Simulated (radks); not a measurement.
Results of a calculation; reference values are marked as such.
Q: The potassium ion K2+, 17 electrons, occupied as [Ne] 3s2 3p5. Level of theory: Dirac Kohn-Sham, LDA (Slater exchange, Perdew-Wang correlation), spin-unpolarised, spherical densities, point nucleus; open shells are shared between the two j in proportion to 2j + 1 (a radial shooting solver on a logarithmic mesh with Libxc functionals). Some entries of the table are withheld. Estimate them.

| orbital | occ. | eigenvalue (eV) | r(max) (bohr) |
|---|---|---|---|
| 1s1/2 | 2 | (1) | (2) |
| 2s1/2 | 2 | -375.5532 | 0.3189 |
| 2p1/2 | 2 | (3) | 0.2611 |
| 2p3/2 | 4 | (4) | 0.2630 |
| 3s1/2 | 2 | -56.1894 | 1.064 |
| 3p1/2 | 1.66667 | -39.4750 | 1.123 |
| 3p3/2 | 3.33333 | -39.1718 | 1.130 |

A: 
(1) 1s1/2 eigenvalue (eV): -3535.043
(2) 1s1/2 r(max) (bohr): 0.05314
(3) 2p1/2 eigenvalue (eV): -305.3246
(4) 2p3/2 eigenvalue (eV): -302.4355
